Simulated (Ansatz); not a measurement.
Input for Ansatz (development build ahead of 0.2.0):

```yaml
crystal:
  periodic: [false, false, false]
  atoms:
    - { symbol: C, position_ang: [0.0, 1.56, 0.0] }
    - { symbol: C, position_ang: [1.351, 0.78, 0.0] }
    - { symbol: C, position_ang: [1.351, -0.78, 0.0] }
    - { symbol: C, position_ang: [0.0, -1.56, 0.0] }
    - { symbol: C, position_ang: [-1.351, -0.78, 0.0] }
    - { symbol: C, position_ang: [-1.351, 0.78, 0.0] }
    - { symbol: C, position_ang: [2.702, 1.56, 0.0] }
    - { symbol: C, position_ang: [4.053, 0.78, 0.0] }
    - { symbol: C, position_ang: [4.053, -0.78, 0.0] }
    - { symbol: C, position_ang: [2.702, -1.56, 0.0] }
    - { symbol: H, position_ang: [0.0, 2.645, 0.0] }
    - { symbol: H, position_ang: [0.0, -2.645, 0.0] }
    - { symbol: H, position_ang: [-2.29064, -1.3225, 0.0] }
    - { symbol: H, position_ang: [-2.29064, 1.3225, 0.0] }
    - { symbol: H, position_ang: [2.702, 2.645, 0.0] }
    - { symbol: H, position_ang: [4.99264, 1.3225, 0.0] }
    - { symbol: H, position_ang: [4.99264, -1.3225, 0.0] }
    - { symbol: H, position_ang: [2.702, -2.645, 0.0] }
basis:
  gaussian: { orbitals: def2-TZVP }
hamiltonian:
  xc: pbe0
```

The input is written out in the form of the current development build from the run's settings.

Output:

```yaml
Converged: yes
Total_energy: -385.35074 hartree
Spin_squared_of_the_determinant: 0.000
Stability_test: minimum among restricted orbitals
```
